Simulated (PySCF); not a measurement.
# Dipole moment and polarisability of `[SiH3]C[Si@H]([SiH3])[SiH2]Cl`

Compound: CH11ClSi4.
Atom-mapped SMILES: `[SiH3:1][CH2:2][Si@H:3]([SiH3:4])[SiH2:5][Cl:6]` (hydrogens: H7, H8, H9 on Si1; H10, H11 on C2; H12 on Si3; H13, H14, H15 on Si4; H16, H17 on Si5)

Cartesian coordinates in Å at the GFN2-xTB level; atoms count from 1:
```
atom  x, y, z in Å
Si1   -1.7378   -1.2593    0.9139
C2    -0.9653   -0.9710   -0.7987
Si3    0.5300    0.2268   -0.8699
Si4    2.3386   -0.5873    0.3464
Si5   -0.2234    2.3596   -0.3326
Cl6    0.4095    2.8088    1.5515
H7    -2.9508   -2.0723    0.7815
H8    -2.0856    0.0333    1.5100
H9    -0.7778   -1.9665    1.7646
H10   -0.6620   -1.9337   -1.2118
H11   -1.7396   -0.5928   -1.4681
H12    0.8890    0.2804   -2.3108
H13    3.4170    0.4038    0.4019
H14    1.9925   -0.9211    1.7298
H15    2.9268   -1.7993   -0.2357
H16    0.3060    3.4356   -1.1759
H17   -1.6744    2.5669   -0.3072
```

Level: CAM-B3LYP/def2-SVPD (PySCF), static field, nuclei fixed, core orbitals frozen in the response. The polarisability tensor in these axes (au):

```
x   140.25  -1.58   1.24
y    -1.58 141.99  -0.53
z     1.24  -0.53 126.48
```

**Question.** What are the eigenvalues, a third of the trace, and Δα (Δα² = ½Σ(αi − αj)² over the three pairs)?

**Answer.** Principal values 126.36, 139.37 and 143.00 au; mean 136.24 au = 20.19 Å³ = 22.46 × 10⁻⁴⁰ C²·m²/J; Δα = 15.15 au (11 % of the mean).

**Question.** What is the dipole moment, and where does it point?

**Answer.** (-0.62, -1.18, -1.72) D, 2.18 D in size, pointing from the negative to the positive side. Measured along this direction, the outermost atoms are Cl6 at the negative end and H10 at the positive end.

**Question.** What depolarisation ratio follows for Rayleigh scattering of linearly polarised light, taking the static tensor?

**Answer.** ρ = 3Δα²/(45ᾱ² + 4Δα²) = 688.4/(835278 + 917.9) = 0.000823.

**Question.** Give the principal axes and the span of the nuclei along them.

**Answer.** Largest value along (-0.52, 0.85, -0.07), where the nuclei span 6.12 Å; middle along (0.85, 0.52, 0.06), 6.69 Å; least along (-0.09, 0.03, 1.00), 4.15 Å. The strongest response doesn't lie along the longest of the three spans.

**Question.** Find the Langevin capture rate constant for NO+ (29.998 u) meeting this molecule (169.963 u), k = 2.342 × 10⁻⁹ cm³/s × √(α in Å³ / reduced mass in u).

**Answer.** The reduced mass is 25.50 u, so k = 2.08 × 10⁻⁹ cm³/s. The formula leaves out the permanent dipole, which adds to the capture rate.

**Question.** Refractivity n − 1 of an ideal gas of it at 350 K and 1 atm, from the electronic α?

**Answer.** N = p/kT = 2.0968 × 10¹⁹ cm⁻³, so n − 1 = 2π × N × 20.19 × 10⁻²⁴ cm³ = 2660 × 10⁻⁶ at long wavelengths, for an ideal gas.

**Question.** Give the eigenvalues of the traceless quadrupole moment Θ = ½Σq(3rr − r²1), origin at the centre of nuclear charge.

**Answer.** -2.88, -0.37, 3.25 D·Å. The values depend on the origin, since the dipole doesn't vanish. The electronic extent ⟨r²⟩ about the same centre is 2009 bohr², a root-mean-square distance of 2.50 Å for the 90 electrons.

Geometry: GFN2-xTB, one conformer, isolated molecule.
